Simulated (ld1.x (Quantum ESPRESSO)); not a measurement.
## caesium (Cs), ultrasoft: configuration errors across variants

| Quantity | Value |
| --- | --- |
| Element | Cs |
| Generator | ld1.x (Quantum ESPRESSO) 7.5 |
| Type | ultrasoft |
| Functional | BLYP |
| Relativity | fully relativistic |
| Frozen core | [Kr] 4d10 |
| Valence charge | 9 |
| Reference configuration | 5s2 5p6 5d0 6s0.5 6p0.5 |
| Partial waves | 5s (bound): rcut 2.25, rcutus 2.40 bohr; 6s (bound): rcut 2.25, rcutus 2.40 bohr; 5p (bound): rcut 2.75, rcutus 3.10 bohr; 6p (bound): rcut 2.75, rcutus 3.10 bohr; 5d (bound, empty): rcut 3.25, rcutus 4.30 bohr; 5d channel at 1.15 Ry: rcut 3.25, rcutus 4.30 bohr |
| Local potential | all-electron potential smoothed inside 3.80 bohr (lloc = -2) |
| Core correction | Bessel-smoothed model core inside 1.80 bohr |
| Augmentation charge | PSQ, inside the norm-conserving radii |

Open shells are filled in proportion to 2j + 1 (rel_dist='average').

All-electron excitation energies from the reference (eV): (1) 5s2 5p6 5d0 6s1 6p0 -0.708; (2) 5s2 5p6 5d0 6s0 6p0 3.174; (3) 5s2 5p6 5d0 6s0.5 6p0 0.753; (4) 5s2 5p5 5d0 6s1 6p0 16.955; (5) 5s2 5p6 5d0 6s0 6p1 0.749; (6) 5s1 5p6 5d0 6s1 6p0 30.734; (7) 5s2 5p6 5d1 6s0 6p0 1.012.

Errors AE − PS in meV (a dash: test not solved or not reliable):

| change | (1) | (2) | (3) | (4) | (5) | (6) | (7) | bound ghosts |
| --- | --- | --- | --- | --- | --- | --- | --- | --- |
| base | -0.3 | 0.0 | -0.1 | -55 | -0.5 | -44 | -0.6 | none |
| core correction Bessel-smoothed model core inside 1.02 bohr | -0.3 | 0.0 | -0.2 | -57 | -0.6 | -49 | -0.7 | none |
| core correction Bessel-smoothed model core inside 1.20 bohr | -0.3 | 0.0 | -0.2 | -57 | -0.5 | -49 | -0.7 | none |
| core correction Bessel-smoothed model core inside 1.44 bohr | -0.3 | 0.0 | -0.2 | -57 | -0.5 | -48 | -0.7 | none |
| core correction Bessel-smoothed model core inside 1.88 bohr | -0.2 | 0.0 | -0.1 | -54 | -0.4 | -42 | -0.6 | none |
| core correction Bessel-smoothed model core inside 2.16 bohr | -0.1 | +0.1 | -0.1 | -49 | -0.2 | -36 | -0.3 | none |

Q: Give the same row for: core correction Bessel-smoothed model core inside 1.64 bohr.

A: -0.3, 0.0, -0.2, -56, -0.5, -46, -0.7; bound ghosts: none.
